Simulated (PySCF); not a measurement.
A computed series [M(H2O)8]3+

Computed with PySCF 2.14.0, TPSS, def2-SVP on the ligands, density fitting, scalar-relativistic core potentials, no spin-orbit coupling, vacuum. Each member is relaxed from one template within its symmetry. Distances are means of the shortest metal–ligand contacts, charges and spins Mulliken's; removal energies are rigid, with the ligand's formal charge and no counterpoise, so too large; for an anion taken off a cation in vacuum most of it is the attraction of opposite charges, and multiply charged cations can part far more cheaply with an electron moved from ligand to metal. lcecp potentials hold a fixed number of 4f electrons in the core, out of states, spins and gaps.

```
metal      basis on the metal  point group  M–H2O (Å)  charge on M (e)  removal of one H2O (eV)  unstable modes (below −25 cm⁻¹)
   Eu  lcecp-1-SVP with ECP52           S8      2.468             0.83                     2.01                        not given
   Dy  lcecp-1-SVP with ECP55          D4d      2.447             0.82                     1.93                        not given
```

**Question.** What does the calculation give for Gd, lcecp-1-SVP with ECP53?

**Answer.** point group: S8, M–H2O (Å): 2.455, charge on M (e): 0.81, removal of one H2O (eV): 2.02, unstable modes (below −25 cm⁻¹): not given.
```xyz
25

Gd    0.0000    0.0000    0.0005
O     2.0593    0.0087    1.3369
H     2.2560    0.5818    2.1088
H     2.8651   -0.5386    1.2165
O    -0.0087    2.0593    1.3369
H    -0.5818    2.2560    2.1088
H     0.5386    2.8651    1.2165
O    -2.0593   -0.0087    1.3369
H    -2.2560   -0.5818    2.1088
H    -2.8651    0.5386    1.2165
O     0.0087   -2.0593    1.3369
H     0.5818   -2.2560    2.1088
H    -0.5386   -2.8651    1.2165
O     1.4492    1.4634   -1.3362
H     2.4058    1.6473   -1.2180
H     1.1809    2.0070   -2.1081
O    -1.4634    1.4492   -1.3362
H    -1.6473    2.4058   -1.2180
H    -2.0070    1.1809   -2.1081
O    -1.4492   -1.4634   -1.3362
H    -2.4058   -1.6473   -1.2180
H    -1.1809   -2.0070   -2.1081
O     1.4634   -1.4492   -1.3362
H     1.6473   -2.4058   -1.2180
H     2.0070   -1.1809   -2.1081
```

From Eu to Dy the M–H2O distance shrinks by 0.02 Å, the lanthanide contraction.

Moved off a saddle point of the template and relaxed again: Eu, Gd. One start shape was tried for each, so a minimum needn't be the lowest isomer.
